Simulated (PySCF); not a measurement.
**Excited states of Mo⁴⁰⁺ (molybdenum, charge +40)**

Ground state 1s2, ¹S. Calculation: PySCF 2.14, in an even-tempered Gaussian basis (18 s from 4.42 bohr⁻², ratio 2.5; 9 p from 5.08 bohr⁻², ratio 2.7; 7 d from 5.83 bohr⁻², ratio 2.7; 3 f from 470 bohr⁻², ratio 2.7); the spin-free X2C one-electron Hamiltonian (Gaussian nucleus). Vertical excitation energies in eV without spin-orbit coupling; excited terms of each kind are numbered among those the solver found. Frozen: nothing.

| term | leading excitation | EOM-EE-CCSD |
| --- | --- | --- |
| 1 3S | 1s → s | 17879.4 |
| 1 1S | 1s → s | 17935.1 |
| 1 3P° | 1s → p | 18021.8 |
| 1 1P° | 1s → p | 18059.0 |
| 2 3S | 1s → s | 21220.6 |
| 2 1S | 1s → s | 21235.2 |
| 2 3P° | 1s → p | 21262.5 |
| 2 1P° | 1s → p | 21272.6 |
| 1 3D | 1s → d | 21290.3 |
| 1 1D | 1s → d | 21290.7 |
| 2 3D | 1s → d | 22410.3 |
| 2 1D | 1s → d | 22410.6 |

The spin-orbit splitting of the hole, absent here, rivals or exceeds the spacing of these terms, so the LS terms are model states.

Only the lower part of the computed list is shown. Doubly excited terms such as np² are absent. The solver can miss terms. The 8 highest virtual orbitals were dropped.
